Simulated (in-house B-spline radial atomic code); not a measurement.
Results of a calculation; reference values are marked as such.
Weak and strong correlation along the adiabatic connection

Two-electron singlets in several external potentials (atomic units), by full CI in B-splines with partial waves to l = 8 (correlation energies up to 0.6 % small). The repulsion is scaled by λ at fixed density; W(λ) is the mean repulsion less the Hartree energy, W(0) = E_x, and the area under W from 0 to 1 is E_xc.

Relative drop (W(λ) − E_x)/E_x:

```json
{"system": "−V exp(−r²/w²), V = 1.7, w = 8.55", "λ = 0.12": "0.0360", "λ = 0.25": "0.0685", "λ = 0.4": "0.0992", "λ = 0.6": "0.1318", "λ = 0.8": "0.1574", "λ = 1": "0.1781"}
{"system": "−Z/r, Z = 0.705, wall at 1.47 bohr", "λ = 0.12": "0.0097", "λ = 0.25": "0.0197", "λ = 0.4": "0.0307", "λ = 0.6": "0.0443", "λ = 0.8": "0.0569", "λ = 1": "0.0687"}
{"system": "−Z exp(−kr)/r, Z = 3.75, k = 0.987", "λ = 0.12": "0.0057", "λ = 0.25": "0.0118", "λ = 0.4": "0.0186", "λ = 0.6": "0.0272", "λ = 0.8": "0.0355", "λ = 1": "0.0435"}
{"system": "ω²r²/2 − Z/r, ω = 0.0426, Z = 0.7", "λ = 0.12": "0.0434", "λ = 0.25": "0.0816", "λ = 0.4": "0.1171", "λ = 0.6": "0.1538", "λ = 0.8": "0.1820", "λ = 1": "0.2042"}
{"system": "−Z exp(−kr)/r, Z = 1.46, k = 0.168", "λ = 0.12": "0.0177", "λ = 0.25": "0.0353", "λ = 0.4": "0.0538", "λ = 0.6": "0.0758", "λ = 0.8": "0.0953", "λ = 1": "0.1125"}
{"system": "ω²r²/2, ω = 0.399", "λ = 0.12": "0.0251", "λ = 0.25": "0.0491", "λ = 0.4": "0.0731", "λ = 0.6": "0.1004", "λ = 0.8": "0.1231", "λ = 1": "0.1424"}
{"system": "−Z/r, Z = 7.27, wall at 2.3 bohr", "λ = 0.12": "0.0026", "λ = 0.25": "0.0053", "λ = 0.4": "0.0085", "λ = 0.6": "0.0126", "λ = 0.8": "0.0166", "λ = 1": "0.0205"}
```

Problem. Order the systems by how far second-order (GL2) theory, half the initial slope (estimated from the first points of each curve), overshoots the correlation energy, least first.
A. −V exp(−r²/w²), V = 1.7, w = 8.55
B. ω²r²/2 − Z/r, ω = 0.0426, Z = 0.7
C. −Z/r, Z = 7.27, wall at 2.3 bohr
D. −Z/r, Z = 0.705, wall at 1.47 bohr
E. −Z exp(−kr)/r, Z = 1.46, k = 0.168
F. −Z exp(−kr)/r, Z = 3.75, k = 0.987
G. ω²r²/2, ω = 0.399

Solution. C (GL2/E_c = 1.04), F (GL2/E_c = 1.08), D (GL2/E_c = 1.13), E (GL2/E_c = 1.24), G (GL2/E_c = 1.36), A (GL2/E_c = 1.53), B (GL2/E_c = 1.59).

Problem. What else changes along this order?

Solution. The ratio follows the bend of the curve. With it the leading natural occupation goes from 1.999 to 1.861 and −T_c/E_c from 0.97 to 0.63 between the first and the last.
